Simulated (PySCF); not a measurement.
# CdP: energy against distance

Set-up: basis Cd def2-TZVPP with ECP28, P def2-TZVPP; scalar-relativistic core potentials; PySCF 2.14. Energies in eV from Cd + P in their ground configurations at the same level. State: ⁴Σ⁻ (quartet), unpaired electrons σ ↑, π ↑↑.

All columns are PBE0. A positive dipole means Cd(−)P(+).

```json
{"R (Å)": "2.305", "E (eV)": "0.000", "μ (D)": "-0.59", "Mulliken charge on Cd (basis-dependent)": "0.20", "HOMO (eV)": "-5.16", "LUMO (eV)": "-3.12", "Mayer bond order": "1.02", "⟨S²⟩": "3.76"}
{"R (Å)": "2.412", "E (eV)": "-0.193", "μ (D)": "-0.74", "Mulliken charge on Cd (basis-dependent)": "0.19", "HOMO (eV)": "-5.25", "LUMO (eV)": "-3.00", "Mayer bond order": "0.94", "⟨S²⟩": "3.76"}
{"R (Å)": "2.519", "E (eV)": "-0.288", "μ (D)": "-0.86", "Mulliken charge on Cd (basis-dependent)": "0.18", "HOMO (eV)": "-5.34", "LUMO (eV)": "-2.90", "Mayer bond order": "0.87", "⟨S²⟩": "3.76"}
{"R (Å)": "2.600", "E (eV)": "-0.316", "μ (D)": "-0.92", "Mulliken charge on Cd (basis-dependent)": "0.17", "HOMO (eV)": "-5.41", "LUMO (eV)": "-2.83", "Mayer bond order": "0.81", "⟨S²⟩": "3.76"}
{"R (Å)": "2.680", "E (eV)": "-0.321", "μ (D)": "-0.97", "Mulliken charge on Cd (basis-dependent)": "0.16", "HOMO (eV)": "-5.48", "LUMO (eV)": "-2.77", "Mayer bond order": "0.75", "⟨S²⟩": "3.76"}
{"R (Å)": "2.760", "E (eV)": "-0.309", "μ (D)": "-0.98", "Mulliken charge on Cd (basis-dependent)": "0.15", "HOMO (eV)": "-5.55", "LUMO (eV)": "-2.72", "Mayer bond order": "0.69", "⟨S²⟩": "3.76"}
{"R (Å)": "2.868", "E (eV)": "-0.281", "μ (D)": "-0.97", "Mulliken charge on Cd (basis-dependent)": "0.14", "HOMO (eV)": "-5.65", "LUMO (eV)": "-2.76", "Mayer bond order": "0.61", "⟨S²⟩": "3.76"}
{"R (Å)": "3.002", "E (eV)": "-0.236", "μ (D)": "-0.91", "Mulliken charge on Cd (basis-dependent)": "0.11", "HOMO (eV)": "-5.76", "LUMO (eV)": "-2.80", "Mayer bond order": "0.50", "⟨S²⟩": "3.76"}
{"R (Å)": "3.162", "E (eV)": "-0.184", "μ (D)": "-0.79", "Mulliken charge on Cd (basis-dependent)": "0.09", "HOMO (eV)": "-5.89", "LUMO (eV)": "-2.82", "Mayer bond order": "0.39", "⟨S²⟩": "3.76"}
{"R (Å)": "3.377", "E (eV)": "-0.128", "μ (D)": "-0.60", "Mulliken charge on Cd (basis-dependent)": "0.06", "HOMO (eV)": "-6.04", "LUMO (eV)": "-2.81", "Mayer bond order": "0.27", "⟨S²⟩": "3.76"}
```

A fit through these points gives, at Re = 2.657 Å, μ = -0.96 D and dμ/dR = -0.462 D/Å; the reduced mass is 24.35 u.

Question: How strong is the fundamental in the double-harmonic approximation, I = 42.26·(dμ/dR)²/μred km/mol?

Answer: I = 42.26·(-0.462)²/24.35 = 0.370 km/mol at PBE0.

The bond is weak. Basis-set superposition, not corrected here, can be much of De in a small basis, most of all at correlated wavefunction levels. Functionals without a dispersion term scatter widely for such bonds, and LDA overbinds them. Spin–orbit coupling is left out. The state was picked by a PBE0 search and need not be the measured ground state.
